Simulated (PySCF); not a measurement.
Cartesian coordinates in Å; atom numbers follow the order of the lines, from 1:
```xyz
19

C    -2.078   -0.672   -0.590
C    -0.605   -0.279   -0.520
C    -0.451    1.229   -0.319
C     0.960    1.609    0.006
C     1.879    0.744    0.398
C     1.612   -0.721    0.564
C     0.113   -1.006    0.617
H    -2.182   -1.738   -0.782
H    -2.581   -0.129   -1.387
H    -2.577   -0.444    0.350
H    -0.122   -0.554   -1.464
H    -0.774    1.762   -1.218
H    -1.103    1.559    0.498
H     1.201    2.659   -0.089
H     2.888    1.071    0.610
H     2.065   -1.260   -0.276
H     2.097   -1.081    1.474
H    -0.287   -0.658    1.572
H    -0.065   -2.081    0.549
```

Geometry: GFN2-xTB; GIAO shifts from PySCF, gas phase, non-relativistic, averaged over equivalent atoms.

At HF/STO-3G (47 basis functions, 2.2 s wall time on 1 thread of an Arm Neoverse V1, shared host):
| atoms | δ (ppm) |
| --- | --- |
| C4 | 117.3 |
| C5 | 117.0 |
| C3 | 30.8 |
| C2 | 30.5 |
| C7 | 29.4 |
| C6 | 28.0 |
| C1 | 24.4 |
| H14 | 5.78 |
| H15 | 5.78 |
| H17 | 1.47 |
| H12 | 1.45 |
| H16 | 1.30 |
| H19 | 1.17 |
| H13 | 1.12 |
| H8/H9/H10 | 0.93 |
| H11 | 0.91 |
| H18 | 0.85 |

References, each an isolated molecule treated in the same way: ¹³C (246.54 ppm), ¹H (33.55 ppm) vs TMS.

**Question.** Estimate the result of repeating the calculation with PBE/pcSseg-1.

**Answer.** 
| atoms | δ at PBE/pcSseg-1 | change |
| --- | --- | --- |
| C4 | 133.5 | +16.2 |
| C5 | 133.5 | +16.5 |
| C3 | 40.7 | +9.9 |
| C2 | 35.1 | +4.6 |
| C7 | 36.6 | +7.2 |
| C6 | 33.0 | +5.0 |
| C1 | 25.7 | +1.3 |
| H14 | 6.04 | +0.26 |
| H15 | 6.03 | +0.25 |
| H17 | 2.26 | +0.79 |
| H12 | 2.20 | +0.75 |
| H16 | 2.41 | +1.11 |
| H19 | 1.68 | +0.51 |
| H13 | 1.84 | +0.72 |
| H8/H9/H10 | 1.03 | +0.10 |
| H11 | 1.55 | +0.64 |
| H18 | 1.16 | +0.31 |

Shifts are taken against calculated references (same method and geometry level): ¹³C (σ = 182.62 ppm), ¹H (σ = 31.64 ppm) against TMS.

The largest change is at C5 (alkene CH). Cost: 179 basis functions, 39 s wall time on 1 thread of an Arm Neoverse V1, shared host. The order of the carbon signals changes between the two levels.
